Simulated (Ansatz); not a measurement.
System: C6H11BO, charge 0, multiplicity 1. 
Coordinates optimised at B3LYP-D3(BJ)/def2-TZVP (Ansatz, an electronic-structure program):
```
B
O 1 1.3563
H 2 0.9698 1 112.04
C 1 1.5804 2 117.50 3 178.42
H 4 1.0925 1 109.96 2 18.40
H 4 1.1009 5 106.38 1 114.01
C 4 1.4976 5 110.84 6 118.39
C 7 1.3279 4 125.35 5 10.76
H 8 1.0823 7 121.59 4 178.66
H 8 1.0844 9 116.91 7 -179.80
H 7 1.0872 8 118.40 9 0.14
C 1 1.5945 2 120.00 3 -2.47
H 12 1.0931 1 110.17 2 144.45
H 12 1.0977 13 105.76 1 -113.33
C 12 1.4939 13 111.19 14 -120.10
C 15 1.3313 12 125.49 13 148.57
H 16 1.0822 15 121.62 12 176.75
H 16 1.0849 17 116.82 15 -178.25
H 15 1.0871 16 118.24 17 1.33
```

Quantity: atomisation energy (electronic, to ground-state atoms), in kcal/mol. Valence correlation only, unless marked. UHF or UKS for open shells. Spin-orbit coupling is left out. Non-relativistic. The coupled-cluster limit lacks core correlation, which all-electron functionals hold. CBS(X,Y): correlation extrapolated as X^-3; Hartree-Fock from the larger set. The bracket is a focal-point correction in the basis named.

| level | program | atomisation energy (kcal/mol) |
|---|---|---|
| HF/aug-cc-pVQZ | Ansatz | 1454.2 |

Problem. Predict the RI-MP2/CBS(aug-cc-pVTZ,aug-cc-pVQZ)+[CCSD(T)-MP2]/aug-cc-pVTZ result (Ansatz).

Solution. 1929.2 kcal/mol, so HF/aug-cc-pVQZ differs from it by -475.0 kcal/mol.
